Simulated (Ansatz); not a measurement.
```xyz
9

C     0.8239   -0.0060   -0.0268
C    -0.4704    0.7229    0.0192
C    -0.4099   -0.7766    0.0354
H     1.4235    0.0005    0.8848
H     1.4426    0.0372   -0.9435
H    -0.6852    1.2485   -0.9252
H    -0.7202    1.2861    0.8718
H    -0.6946   -1.2322    0.9147
H    -0.7763   -1.2798   -0.9329
```

Basis set: 6-31G (spherical functions). Correlated methods keep 3 orbitals frozen. Charge 0, multiplicity 1.

Computed with Ansatz (development build ahead of 0.2.0); each method stands on the lowest determinant of its kind that the runs found. Restricted open shells among the atoms or ions are ROHF, correlated in semicanonical orbitals with singles.

The atomization energy at this shape (free ground-state atoms in the same class of orbitals less the molecule, no zero-point energy) of singlet C₃H₆:

```
 method  atomization energy
RHF-MP2            31.94 eV
```

What does RHF give?

26.57 eV.

This basis has no polarisation functions and is too small for such energies, which can lie far from measured ones in either direction.
